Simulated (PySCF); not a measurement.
Ga(H)2(Et) (C₂H₇Ga), SMILES C[CH2][GaH2]. Heavy atoms are numbered as in [GaH2:1][CH2:4][CH3:5]. Hydrogens are named by the atom that carries them.

Geometry optimised at B3LYP-D3(BJ)/def2-SVP. The structure was generated by enumeration; whether it is a known compound was not checked.

All values below come from PBE/pcSseg-1 in PySCF.

GIAO shieldings, no solvent; atoms alike by connectivity are averaged. δ = σ(ref) − σ: ¹H against TMS (σ = 31.49 ppm); ¹³C against TMS (σ = 182.0 ppm), references at their B3LYP-D3(BJ)/def2-TZVP geometries, non-relativistic.

Computed chemical shifts:
| nucleus | atoms | count | δ (ppm) |
|---|---|---|---|
| ¹H | H on Ga1 | 2 | 7.06 |
| ¹H | H on C5 | 3 | 1.71 |
| ¹H | H on C4 | 2 | 1.40 |
| ¹³C | C4 (CH2) | 1 | 24.0 |
| ¹³C | C5 (CH3) | 1 | 15.7 |
